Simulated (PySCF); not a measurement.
## `O[C@H]1CC=C1[C@H](F)Cl`, C₅H₆ClFO

Molfile (atoms numbered from 1):
```
C5H6ClFO
     RDKit          3D

 14 14  0  0  0  0  0  0  0  0999 V2000
   -0.8242    1.2354    1.5516 O   0  0  0  0  0  0  0  0  0  0  0  0
   -0.5650    0.0010    0.9648 C   0  0  1  0  0  0  0  0  0  0  0  0
   -1.5883   -0.5533   -0.0777 C   0  0  0  0  0  0  0  0  0  0  0  0
   -0.4366   -0.5607   -1.0442 C   0  0  0  0  0  0  0  0  0  0  0  0
    0.4414   -0.0566   -0.1742 C   0  0  0  0  0  0  0  0  0  0  0  0
    1.8719    0.3086   -0.2070 C   0  0  2  0  0  0  0  0  0  0  0  0
    2.3039    0.5527   -1.4730 F   0  0  0  0  0  0  0  0  0  0  0  0
    2.8550   -1.0504    0.4596 Cl  0  0  0  0  0  0  0  0  0  0  0  0
   -1.0365    1.8760    0.8625 H   0  0  0  0  0  0  0  0  0  0  0  0
   -0.3520   -0.6846    1.7869 H   0  0  0  0  0  0  0  0  0  0  0  0
   -2.3902    0.1420   -0.3205 H   0  0  0  0  0  0  0  0  0  0  0  0
   -2.0132   -1.5272    0.1551 H   0  0  0  0  0  0  0  0  0  0  0  0
   -0.3682   -0.8743   -2.0689 H   0  0  0  0  0  0  0  0  0  0  0  0
    2.1012    1.1908    0.4029 H   0  0  0  0  0  0  0  0  0  0  0  0
  1  2  1  0
  2  3  1  0
  3  4  1  0
  4  5  2  0
  5  6  1  0
  6  7  1  0
  6  8  1  0
  5  2  1  0
  1  9  1  0
  2 10  1  1
  3 11  1  0
  3 12  1  0
  4 13  1  0
  6 14  1  1
M  END
```

Method used: PySCF 2.14.0, TDDFT B3LYP/def2-SVPD circular dichroism and optical rotation, one conformer, gas phase. Geometry: GFN2-xTB.

The molecule is flexible and this is one conformer; a measurement averages over conformers. States above about 7.6 eV (minus the energy of the highest occupied orbital) lie near or above the ionisation threshold and depend on the basis.

Stereocentres: C2 S, C6 R.

**Question.** Give the optical rotatory dispersion at 633, 589.3, 546, 436, 405, 365, 355 nm.

**Answer.** [α] in deg dm⁻¹ (g/mL)⁻¹:
| λ (nm) | origin-invariant length gauge | modified velocity gauge | length gauge (centre of mass) | isotropic polarisability (au) |
| --- | --- | --- | --- | --- |
| 633 | +80.0 | +95.5 | +80.8 | 80.4 |
| 589.3 | +93.2 | +111.3 | +94.2 | 80.8 |
| 546 | +109.9 | +131.3 | +111.0 | 81.2 |
| 436 | +180.9 | +216.6 | +182.7 | 83.0 |
| 405 | +213.9 | +256.5 | +216.0 | 83.9 |
| 365 | +271.7 | +327.0 | +274.2 | 85.4 |
| 355 | +289.7 | +349.1 | +292.2 | 85.9 |

**Question.** And for the mirror image at 589.3 nm?

**Answer.** -93.2 deg dm⁻¹ (g/mL)⁻¹ (origin-invariant length gauge): the same size and the opposite sign.

**Question.** What is the molar rotation [Φ] = [α]·M/100 of the geometry above at 589.3 nm?

**Answer.** With M = 136.55 g/mol, +127.3 deg cm² dmol⁻¹ (origin-invariant length gauge).

The first excitation lies at 5.52 eV (225 nm) with R = -6.9 × 10⁻⁴⁰ esu² cm² (velocity form).
